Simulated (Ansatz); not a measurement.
An input meant for CaO2H2 (charge 0, singlet; scaled by 1.12).

```yaml
crystal:
  periodic: [false, false, false]
  atoms:
    - {symbol: Ca, position_ang: [-0.260512, -0.183113, -0.192010]}
    - {symbol: O, position_ang: [1.183870, -1.873383, -0.501833]}
    - {symbol: O, position_ang: [-1.223175, 1.937149, 0.422208]}
    - {symbol: H, position_ang: [-1.769960, 2.853277, 0.404939]}
    - {symbol: H, position_ang: [1.881539, -2.687490, -0.485950]}
basis:
  gaussian: {orbitals: def2-TZVP}
hamiltonian: {xc: {name: HF}}
scf: {omitted_lower_state_checks: [starts]}
relax: {f_tol: 0.0001, max_steps: 2}
```

```sh
$ ansatz run in.yaml --threads 4 --pin off --events-out ev --progress --plain --max-ram 3916MiB
```

Output, abridged:

```
Functional definition: HF
  name "HF"
  cite "Fock, Z. Phys. 61, 126 (1930) doi:10.1007/BF01340294"
  parent pbe
  exchange = exact_x
  correlation = 0
these checks for a lower state are left out or cut short: starts
917 factors; their error is unknown
mean field evaluation 1: about -22516.3974 eV, gradient 6.3e1 eV
mean field evaluation 2: about -22518.4629 eV, gradient 5.7e1 eV
mean field evaluation 4: about -22523.7700 eV, gradient 5.8e-1 eV
mean field evaluation 8: about -22524.1206 eV, gradient 3.3e-1 eV
mean field -22524.12072858 eV, -827.7461693779 hartree, gradient 7.8e-6 eV, S^2 0.000000; 0 other end points of the search recorded, 0 dependent functions left out
the calculation of the forces begins
reference -22524.12072858 eV, -827.7461693779 hartree; 19, 19 occupied and 91, 91 virtual orbitals, 917 factors
relax step   1: F+E_penalty+E_count = -22524.12072858 eV  Δ(F+E_penalty+E_count) = +0.000e0 eV  max|allowed force component| = 4.645e0 eV/Å  Δτ_max = 0.0000 Å  (31 SCF iters, accepted)
these checks for a lower state are left out or cut short: starts, cluster_reference, orbital_swaps, neighbouring_geometries, increment
917 factors; their error is unknown
mean field evaluation 16: about -22525.0889 eV, gradient 2.2e-1 eV
mean field -22525.44229367 eV, -827.7947359993 hartree, gradient 1.1e-5 eV, S^2 0.000000; 0 other end points of the search recorded, 0 dependent functions left out
the calculation of the forces begins
reference -22525.44229367 eV, -827.7947359993 hartree; 19, 19 occupied and 91, 91 virtual orbitals, 917 factors
relax step   2: F+E_penalty+E_count = -22525.44229367 eV  Δ(F+E_penalty+E_count) = -1.322e0 eV  max|allowed force component| = 2.473e0 eV/Å  Δτ_max = 0.1947 Å  (36 SCF iters, accepted)
Error: geometry relaxation did not converge after 2 steps: max|allowed force component| = 2.47e0 eV/Å (threshold 1.0e-4). Raise `relax.max_steps` over both its present limit and 2, loosen `relax.f_tol`, or start from a geometry closer to equilibrium. Where this run's directory can be resumed (`checkpoint.write`), a resume goes on for up to `relax.max_steps` more
```

In this input the relaxation is allowed too few steps for its threshold. The SCF steps converged, but the relaxation ran out of steps.
